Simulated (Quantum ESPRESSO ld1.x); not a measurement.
Question: Species: W68+. Configuration: [He] 2s2 2p2. All-electron calculation, scalar-relativistic Kohn-Sham, LDA (Slater exchange, VWN5 correlation), spin-polarised, spherical densities, point nucleus; open shells are filled with parallel spins first. Program: ld1.x of Quantum ESPRESSO 7.5. Some entries of the table are withheld. Estimate them.

orbital,occ.,eigenvalue (Ry),<r^2> (bohr^2),r(max) (bohr)
1s up,1,(1),0.0004607,0.011
1s down,1,(2),0.0004602,0.011
2s up,1,(3),0.006625,(4)
2s down,1,(5),0.006646,(6)
2p up,2,-1270.18,0.005350,0.052
2p down,0,-1264.17,0.005374,0.052

Answer: 
(1) 1s up eigenvalue (Ry): -5661.48
(2) 1s down eigenvalue (Ry): -5658.23
(3) 2s up eigenvalue (Ry): -1369.87
(4) 2s up r(max) (bohr): 0.064
(5) 2s down eigenvalue (Ry): -1364.74
(6) 2s down r(max) (bohr): 0.064
